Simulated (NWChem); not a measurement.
System: SiF3, doublet; SMILES F[Si](F)F

Results from NWChem. Pople sets run with spherical d functions. Spin-unrestricted. In the optimisation the excess spin sits in a (C3, its own frame). No stability test was run on the SCF state. Each level has its own optimisation; frequencies are unscaled.

```csv
level,r F–Si (Å),highest harmonic frequency (cm⁻¹),lowest (cm⁻¹),zero-point energy (kcal/mol),dipole (D)
BLYP/def2-SVP,1.630,915,263,5.0,1.22
PBE/def2-SVP,1.626,926,263,5.0,1.20
B3LYP/6-31G*,1.602,970,278,5.3,1.28
UHF/STO-3G,1.612,1011,308,5.6,2.11
PBE0/def2-SVP,1.608,969,276,5.3,?
```

Q: Some entries are withheld; supply them.

A: 
- PBE0/def2-SVP, dipole (D): 1.41
